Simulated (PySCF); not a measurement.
CH4ClFSi, SMILES [SiH2](CF)Cl.

Geometry: ωB97X-D3(BJ)/def2-SVP. One conformer was computed; it need not be the lowest.

The numbers are results of r2SCAN/def2-TZVP (PySCF), not measurements.

Gas-phase values at a fixed geometry.

Computed frontier levels, gap, dipole moment and polarisability:
The highest occupied level comes out as -7.54 eV and the lowest empty level is -0.46 eV. The orbital gap is 7.08 eV and the dipole moment is 2.20 D. The quadrupole, principal values (traceless, Buckingham form, about the centre of nuclear charge) comes out as -5.74, 2.01, 3.73 D·Å. The mean static polarisability comes out as 50.2 bohr³ (7.45 Å³) and the polarisability, principal values comes out as 44.7, 48.5, 57.6 bohr³.
